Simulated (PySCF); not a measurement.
Two species compared at the same levels of theory.

First species: Me2PhSiCl, C8H11ClSi.
SMILES: `C[Si](C)(Cl)c1ccccc1`

Second species: C10H12.
Numbering: `[CH:1]#[C:2]/[CH:3]=[C:4]1/[CH2:5][CH2:6][C@@H:7]1[CH2:8][CH:9]=[CH2:10]` (hydrogens: H11 on C1; H12 on C3; H13, H14 on C5; H15, H16 on C6; H17 on C7; H18, H19 on C8; H20 on C9; H21, H22 on C10)

Levels: PBE0/pcSseg-1 for dipole moment, HOMO energy, LUMO energy and HOMO–LUMO gap; GFN2-xTB for rotational constant A and rotational constant C. Geometries: GFN2-xTB. Each species is one conformer at its optimised geometry, gas phase, non-relativistic unless stated. Electronic properties by PySCF.

Dipoles, sizes and rotational constants follow the conformer. The torsions of the flexible species, by atom-mapped SMILES:
- `[CH3:1][Si:2]([CH3:3])([Cl:4])[c:5]1[cH:6][cH:7][cH:8][cH:9][cH:10]1`: C1–Si2–C5–C6 -123°
- `[CH:1]#[C:2]/[CH:3]=[C:4]1/[CH2:5][CH2:6][C@@H:7]1[CH2:8][CH:9]=[CH2:10]`: C6–C7–C8–C9 71°, C7–C8–C9–C10 -115°

Values for the first species:

```
Dipole moment         : 2.12 D
HOMO energy           : -7.46 eV
LUMO energy           : -0.70 eV
HOMO–LUMO gap         : 6.76 eV
Rotational constant A : 1.652 GHz
Rotational constant C : 0.560 GHz
```

Question: Estimate the same properties for the second species, and the change in each.

Answer: 
```
             property      first     second  second less first
        dipole moment     2.12 D     1.01 D            -1.11 D
          HOMO energy   -7.46 eV   -6.63 eV           +0.83 eV
          LUMO energy   -0.70 eV   -0.75 eV           -0.05 eV
        HOMO–LUMO gap    6.76 eV    5.88 eV           -0.88 eV
rotational constant A  1.652 GHz  1.837 GHz         +0.185 GHz
rotational constant C  0.560 GHz  0.649 GHz         +0.089 GHz
```

On the first: The dipole matches unit charges of opposite sign 0.44 Å apart (1 e·Å = 4.8032 D).

On the second: In atomic units the dipole is 0.40 e·bohr (1 au = 2.5417 D). A dipole of 1.01 D is allowed in C1, and pure rotational transitions are dipole-allowed.
